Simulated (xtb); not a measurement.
C3H9ClOSi, SMILES OCCC[SiH2]Cl. All values are semi-empirical tight-binding results from xtb (GFN2-xTB unless named), good for trends rather than for accurate numbers. The structure is a stationary point at GFN2-xTB. This is a generated structure with no PubChem entry under its InChIKey; it may be hypothetical. The values are those of a single conformer.

Optimised geometry:

```xyz
15

O     -2.6440    -0.7367     0.7788
C     -2.2342    -0.9602    -0.5482
C     -1.5811     0.2646    -1.1900
C     -0.4470     0.8376    -0.3415
Si     0.9682    -0.3838     0.0175
Cl     2.5587     0.7041     0.6319
H     -3.2593     0.0054     0.7899
H     -3.0873    -1.2845    -1.1634
H     -1.5178    -1.7822    -0.4947
H     -2.3443     1.0358    -1.3406
H     -1.2061    -0.0257    -2.1726
H     -0.8622     1.1835     0.6080
H     -0.0536     1.7235    -0.8458
H      1.3611    -1.0869    -1.2062
H      0.6437    -1.3237     1.0847
```

Computed properties:
orbital gap: 5.79 eV
dipole moment: 3.18 D
zero-point energy: 72.0 kcal/mol
G − E(el) at 298.15 K (modified RRHO): 50.7 kcal/mol
static polarisability (D4 model): 84.3 bohr³
solvation energy, GFN2-xTB/ALPB(water): -4.6 kcal/mol
solvation energy, GFN2-xTB/ALPB(dmso): -8.4 kcal/mol

Computed atomic charges and the Wiberg bond orders between heavy atoms:
charges (e) O1 -0.44, C2 0.07, C3 -0.07, C4 -0.15, Si5 0.50, Cl6 -0.27, H7 0.29, H8 0.02, H9 0.04, H10 0.03, H11 0.03, H12 0.04, H13 0.03, H14 -0.07, H15 -0.06. Bond orders O1–C2 1.00, C2–C3 1.00, C3–C4 1.02, C4–Si5 0.89, Si5–Cl6 1.08.
